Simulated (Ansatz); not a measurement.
Start from `N[SiH](Cl)BO` and change one atom or group to get `N[SiH](F)Cl`.

Ansatz, PBE0-D4/def2-TZVP geometries, multiplicity 1. Each molecule was computed in one conformer, which needn't be the lowest.

```json
{"property": "HOMO energy (PBE0/def2-TZVPP) / eV", "`N[SiH](Cl)BO`": "-7.65"}
{"property": "HOMO energy (B3LYP/def2-TZVPP) / eV", "`N[SiH](Cl)BO`": "-7.42"}
{"property": "HOMO–LUMO gap (PBE0/def2-TZVPP) / eV", "`N[SiH](Cl)BO`": "6.47"}
{"property": "HOMO–LUMO gap (ωB97M-V/def2-TZVPP) / eV", "`N[SiH](Cl)BO`": "10.63"}
{"property": "LUMO energy (B3LYP/def2-TZVPP) / eV", "`N[SiH](Cl)BO`": "-1.37"}
{"property": "HOMO–LUMO gap (B3LYP/def2-TZVPP) / eV", "`N[SiH](Cl)BO`": "6.05"}
```

Question: What does the change do to each property? (Best estimate.)

Answer: Ansatz gave: 
```
                               property  `N[SiH](F)Cl`  shift
     HOMO energy (PBE0/def2-TZVPP) / eV          -8.33  -0.68
    HOMO energy (B3LYP/def2-TZVPP) / eV          -8.06  -0.64
   HOMO–LUMO gap (PBE0/def2-TZVPP) / eV           9.00   2.53
HOMO–LUMO gap (ωB97M-V/def2-TZVPP) / eV          12.85   2.22
    LUMO energy (B3LYP/def2-TZVPP) / eV           0.33   1.70
  HOMO–LUMO gap (B3LYP/def2-TZVPP) / eV           8.39   2.34
```

With PBE0 the HOMO falls by 0.68 eV and the LUMO rises by 1.84 eV, so the gap widens by about 2.52 eV. PBE moves the HOMO by -0.54 eV and ωB97M-V by -0.90 eV.

B3LYP here is the variant with VWN-RPA as its local correlation; programs differ in this.
